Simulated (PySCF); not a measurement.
**Magnetic susceptibility: `COc1c[se]c(C#N)n1`, C5H4N2OSe**

Cartesian coordinates in Å; atom numbers follow the order of the lines, from 1:
```xyz
13

C    -2.1148   -0.8102    0.3422
O    -1.6514    0.5031    0.0781
C    -0.3246    0.6444   -0.0185
C     0.2607    1.8679   -0.2755
Se    2.0952    1.7282   -0.3438
C     1.7564   -0.1085    0.0146
C     2.8003   -1.0310    0.1369
N     3.6760   -1.7671    0.2319
N     0.5020   -0.4055    0.1331
H    -3.1985   -0.7348    0.3975
H    -1.7115   -1.1818    1.2871
H    -1.8236   -1.4930   -0.4595
H    -0.2705    2.7888   -0.4203
```

Computed with PySCF, GIAO HF/pcSseg-1 magnetisability, rotational g tensor and spin-rotation constants, non-relativistic, gas phase. Geometry: GFN2-xTB.

The calculation is non-relativistic, which matters for the atoms heavier than Zn.

What are the magnetisability and the molar susceptibility?

Isotropic -1505 × 10⁻³⁰ J/T², or -90.6 × 10⁻⁶ cm³/mol; principal values -1938, -1359, -1217 × 10⁻³⁰ J/T², anisotropy 661 × 10⁻³⁰ J/T² (root of half the summed squared differences of the principal values). The susceptibility is in cgs units.

Split it along the inertial axes a, b, c into diamagnetic and paramagnetic parts about the centre of mass, with the quadrupole moment.


| axis | χ (10⁻⁶ cm³/mol) | diamagnetic (10⁻⁶ cm³/mol) | paramagnetic (10⁻⁶ cm³/mol) | summed x² of all electrons (Å²) | quadrupole Θ (D Å) |
| --- | --- | --- | --- | --- | --- |
| a | -73.4 | -751.8 | 678.5 | 296.6 | +4.69 |
| b | -81.8 | -1323.6 | 1241.8 | 161.9 | -5.85 |
| c | -116.7 | -1945.2 | 1828.5 | 15.3 | +1.16 |

Anisotropies 2χaa − χbb − χcc = +51.7 and 2χbb − χaa − χcc = +26.5 × 10⁻⁶ cm³/mol. Θ is traceless in Buckingham's convention.

And the rotational g tensor?


| axis | rotational constant (GHz) | g | nuclear part | electronic part |
| --- | --- | --- | --- | --- |
| a | 1.7091 | -0.0382 | 0.5066 | -0.5448 |
| b | 0.9363 | -0.0145 | 0.5317 | -0.5462 |
| c | 0.6072 | -0.0006 | 0.5210 | -0.5216 |

Asymmetric top; isotopes 12C, 1H, 14N, 16O, 80Se; no vibrational averaging.
